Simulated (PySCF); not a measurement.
# Bond length, frequency and bond energy of KBr by level of theory

State: ¹Σ⁺ (singlet), closed shell. Set-up: PySCF, spin-free X2C with a Gaussian nucleus, basis sets K x2c-SVPall, Br x2c-SVPall. De refers to K + Br in their high-spin ground configurations, without counterpoise correction. A positive dipole means K(−)Br(+).

```
      Level  Re (Å)  ωe (cm⁻¹)  De (eV)   μ (D)  CPU s a point (SCF and correlation, without the integrals)
        RHF   2.888        218     2.89  -11.10                                                        0.11
    RHF-MP2   2.857        222     3.62     n/a                                                         0.2
RHF-SCS-MP2   2.864        221     3.54     n/a                                                         n/a
   RHF-CCSD   2.863        221     3.47     n/a                                                         n/a
RHF-CCSD(T)   2.862        221     3.49     n/a                                                         3.7
        PBE   2.831        220     3.72   -9.67                                                         1.1
     PBEsol   2.803        227     3.88   -9.64                                                        0.78
     r²SCAN   2.838        224     3.91  -10.34                                                         1.4
       PBE0   2.824        225     3.75  -10.17                                                         1.9
        M06   2.822        226     3.92  -10.20                                                         1.5
       MN15   2.819        223     3.75  -10.28                                                         1.6
    LC-ωPBE   2.819        227     3.82  -10.57                                                         1.6
```

The bond length runs from 2.803 Å (PBEsol) to 2.888 Å (RHF). De spans 2.89 eV (RHF, mean field) to 3.92 eV (M06, hybrid meta-GGA). Correlation at CCSD(T) changes the Hartree–Fock bond energy by +0.60 eV; the triples alone change it by +0.02 eV.

Correlated steps freeze 14 core orbitals. Correlated levels converge slowly with the basis: in double zeta they bind strong bonds too weakly, by up to about 1 eV, and carry superposition errors of some tenths. Where the molecule has an RHF reference, its open-shell atoms are computed with UHF.

The whole job (state search and all levels along the bond) took about 3.1 min on 1 thread of Arm Neoverse N1 (shared host), peak memory 0.67 GiB.
